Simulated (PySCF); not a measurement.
Compound: C5H3N3O2.
Structure used (GFN2-xTB), in Å, numbered top down from 1:
```
atom  x, y, z in Å
C1    -2.437    0.021   -0.201
C2    -1.224    0.889   -0.096
O3    -1.216    2.091   -0.088
C4     0.039    0.109    0.003
N5     0.155   -1.191    0.002
N6     1.443   -1.480    0.105
C7     2.082   -0.340    0.167
C8     3.477   -0.165    0.284
N9     4.608   -0.027    0.379
O10    1.240    0.704    0.107
H11   -3.328    0.638   -0.273
H12   -2.350   -0.621   -1.075
H13   -2.496   -0.629    0.669
```

NICS is the negative of the GIAO shielding at a point without a nucleus: at the ring centre (0) and 1 Å above and below it (1); zz is the component along the ring normal. Level: GIAO PBE0/pcSseg-1 (PySCF, non-relativistic, gas phase) on the GFN2-xTB geometry, one conformer.

Ring bond lengths (Å), with Mayer bond orders in brackets: C4–N5 1.305 (1.58), N5–N6 1.324 (1.24), N6–C7 1.308 (1.57), C7–O10 1.343 (1.08), O10–C4 1.344 (1.07).

Problem. Give the NICS values of each ring in ppm.

Solution. 
| ring | type | NICS(0) | NICS(1), two faces | NICS(1)zz, two faces | rms pucker (Å) | centre to ring atoms, mean (Å) |
| --- | --- | --- | --- | --- | --- | --- |
| C4–N5–N6–C7–O10 | 5-membered ring with 2 N and O; formal bonds all aromatic | -11.2 | -11.5 / -11.6 | -28.1 / -28.1 | 0.00 | 1.13 |

Problem. What can be read from them?

Solution. 
- C4–N5–N6–C7–O10: mean NICS(1)zz -28.1 ppm, shielded. The ring is flat and has no four-coordinate atom; by the NICS criterion it is aromatic.

Problem. And the bond-length index? HOMA takes Krygowski's 1993 parameters.

Solution. 
- C4–N5–N6–C7–O10: HOMA 0.58; the largest term is that of O10–C4, α(R − Ropt)² = 0.98.

Problem. What field does 14.1 T along the ring normal induce along that normal at the second NICS(1) probe listed for ring C4–N5–N6–C7–O10, 1 Å off the ring?

Solution. NICSzz × B0 = -28.1 ppm × 14.1 T = -396 μT, against the applied field.
